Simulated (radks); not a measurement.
All-electron atom: Tc I in [Ar] 3d10 4s2 4p5 4d5 5s2 5d1 (not the ground configuration). Calculated with a radial shooting solver on a logarithmic mesh with Libxc functionals: scalar-relativistic Kohn-Sham, SCAN, spin-polarised, spherical densities, finite nucleus; open shells are filled with parallel spins first (spin-orbit coupling, left out, can overturn this in heavy ions); meta-GGA in the generalised Kohn-Sham scheme; Fermi nuclear charge, rms radius 4.4112 fm.

Unscreened Slater integrals over Kohn-Sham orbitals (hartree). They are taken over the spin-up orbitals.

| integral | value |
|---|---|
| F0(5d,5d) | 0.093131 |
| F2(5d,5d) | 0.047792 |
| F4(5d,5d) | 0.030913 |
| F0(5d,5s) | 0.12145 |
| G2(5d,5s) | 0.0080150 |
| F0(5d,4d) | 0.12366 |
| F2(5d,4d) | 0.010118 |
| F4(5d,4d) | 0.0030680 |
| G0(5d,4d) | 0.0018965 |
| G2(5d,4d) | 0.0020977 |
| G4(5d,4d) | 0.0016250 |
| F0(5d,4p) | 0.12441 |
| F2(5d,4p) | 0.0070650 |
| G1(5d,4p) | 0.0030309 |
| G3(5d,4p) | 0.0020538 |
| F0(5s,5s) | 0.31880 |
| F0(5s,4d) | 0.38286 |
| G2(5s,4d) | 0.070282 |
| F0(5s,4p) | 0.39858 |
| G1(5s,4p) | 0.028156 |
| F0(4d,4d) | 0.59026 |
| F2(4d,4d) | 0.29615 |
| F4(4d,4d) | 0.19382 |
| F0(4d,4p) | 0.66556 |
| F2(4d,4p) | 0.32794 |
| G1(4d,4p) | 0.40927 |
| G3(4d,4p) | 0.25049 |
| F0(4p,4p) | 0.77782 |
| F2(4p,4p) | 0.41118 |

Derived for the open shells (J is the average intra-shell exchange parameter used in DFT+U). 4p: J = F2/5 = 0.08224 hartree. 4d: Racah B = F2/49 - 5 F4/441 = 0.003846 hartree, C = 35 F4/441 = 0.01538 hartree, C/B = 4.00, F4/F2 = 0.654, J = (F2 + F4)/14 = 0.03500 hartree. 5d: Racah B = F2/49 - 5 F4/441 = 0.0006249 hartree, C = 35 F4/441 = 0.002453 hartree, C/B = 3.93, F4/F2 = 0.647, J = (F2 + F4)/14 = 0.005622 hartree.
